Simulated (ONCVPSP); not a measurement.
# Potentials for Ag (Z = 47) compared

Generated with ld1.x 7.5 (TM, RRKJ, ultrasoft, PAW), atompaw 4.2 or ONCVPSP 4.0.1. The cutoff is in Ry: for ld1.x and atompaw files where the sum of valence levels is converged to 10 mRy in a Bessel basis, for ONCV files where the hardest occupied wave has 1 mHa per electron of residual kinetic energy. The error is the largest all-electron minus pseudo excitation energy over each file’s own four to seven test configurations (ionisations up to +4, promotions, holes and added fractions of an electron), all of which were solved. The labels leave out finer settings (local radius, basis sizes, second energies), which also bear on the numbers. Spin-polarised tests are not counted. The rows are a selection from randomly drawn settings: files with unsolved tests, undetermined cutoffs or missed reference levels are left out.

A true bound ghost makes a file unfit for plane-wave use even where its test errors are small: the radial tests pick states by their node count and pass the ghost by.

```csv
potential,cutoff (Ry),largest error (meV),bound ghosts
"ONCV, LDA (Perdew-Zunger), scalar-relativistic, rc 1.75/1.05/1.35 (spd), local smoothed, core correction yes, reference 4s2 4p6 4d9 5s2, qcut 5.9/8.1/8.1, projectors 2/2/2",347,-56,none
"ONCV, LDA (Perdew-Zunger), fully relativistic, rc 2.75/2.10/1.45 (spd), local smoothed, core correction yes, reference 4d10 5s1, qcut 2.9/3.3/12, projectors 2/1/2",71,-359,"s, p3/2, p1/2"
"ONCV, PBE, scalar-relativistic, rc 1.30/1.60/1.15/1.50 (spdf), local smoothed, core correction yes, reference 4s2 4p6 4d10, qcut 9.9/9.8/8.1/8.6, projectors 2/2/2/2",72,-5.1,none
"ONCV, PBE, fully relativistic, rc 1.75/1.45/1.10 (spd), local smoothed, core correction yes, reference 4s2 4p6 4d10 5s0.75, qcut 6.3/10.4/8.8, projectors 2/2/1",75,+7.2,none
"ONCV, PBE, scalar-relativistic, rc 1.50/1.10/1.95 (spd), local smoothed, core correction yes, reference 4s2 4p6 4d10 5s1, qcut 10.4/9.1/7.1, projectors 2/2/2",83,+27,none
```

(1) Fill in the row for Ag: ONCV, PBE, fully relativistic, rc 1.20/1.20/1.16 (spd), local smoothed, core correction no, reference 4s2 4p6 4d10 5s1, qcut 9.5/12.4/8.8, projectors 2/2/2.

Results:

(1) cutoff 100 Ry, largest error +3.3 meV, bound ghosts: none.
